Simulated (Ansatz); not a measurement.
Cr2O, relaxed as a singlet with RKS PBE-D4/def2-TZVP in Ansatz, starting from the GFN2-xTB geometry. Force threshold 0.02 eV/Å.

An occupied level of the charge 0 singlet lies above an empty one (by up to 0.09 eV), so this SCF solution is probably not the lowest. This restricted singlet of an open-shell metal (gap down to -0.09 eV) wasn't tested against broken symmetry. The relaxation made no stability test and no search for a lower SCF solution. No other spin state of charge 0 was run. Another isomer (triplet) lies 2.47 eV lower at PBE0-D4/def2-TZVP; other spin states weren't run for this one.

Start:

```xyz
3

Cr    1.026    0.127    0.637
Cr   -0.261    0.146   -1.177
O    -0.765   -0.273    0.540
```

**Question.** Estimate the energy that the relaxation releases and the steps that it takes.

**Answer.** 1.15 eV, in 6 steps; 5 s on 4 threads of Arm Neoverse V2 on a shared host. No frequencies were taken in this run, so the end may be a saddle point.

**Question.** Does the start keep its bonding and symmetry?

**Answer.** By distances, no bond broke or formed. The bond that changes most is Cr2–O3, from 1.84 to 1.76 Å (atoms count from 1). Point group C2v at the start, C2v at the end, both within 0.05 Å.

**Question.** Predict the relaxed structure.

**Answer.** 
```xyz
3

Cr    0.928    0.132    0.479
Cr   -0.144    0.148   -1.032
O    -0.783   -0.279    0.553
```
Bond lengths (bridged metal pairs left out): 2 × Cr–O 1.76 Å.
